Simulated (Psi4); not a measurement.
HO2 (SMILES [O]O), doublet, at a GFN2-xTB geometry. Base run: Psi4 with MP2/STO-3G.

Here is a job for Psi4.
```
memory 2 GB

molecule {
0 2
O     0.06734955    0.70545160   -0.04079075
O     0.02832837   -0.59600105   -0.02035813
H    -0.76542330   -0.87560443    0.48919096
}

set {
  basis sto-3g
  reference uhf
}

energy('mp2')
print_variables()
```

Variants of this job, named by their change:

```tsv
change	ΔE vs base (kcal/mol)	MP2 correlation (Eh)	basis functions	outcome
base	0.000	-0.05848	11	converged
scf_type = pk; mp2_type = conv	0.058	-0.05850	11	converged
freeze_core = on	0.099	-0.05832	11	converged
method = mp3	-8.31	-0.05848	11	converged
cc_type = df	0.000	-0.05848	11	converged
puream = on	0.000	-0.05848	11	converged
method = cisd	-	-	-	input refused
method = omp2	-3.04	-0.05848	11	converged
puream = off	-0.043	-0.05848	11	converged
method = mp2.5	-4.15	-0.05848	11	converged
```

Open shells are given as the SCF converged; they aren't shown to be the lowest states, and a large step between rows can be another state.

- method = cisd: ended with `psi4.driver.p4util.exceptions.MissingMethodError: Method=cisd is not available for any derivative level under conditions CI_TYPE=CONV, REFERENCE=UHF, FREEZE_CORE=FALSE, QC_MODULE=(auto). See https://psicode.org/psi4manual/master/introduction.html#ss-cisd. Or d`
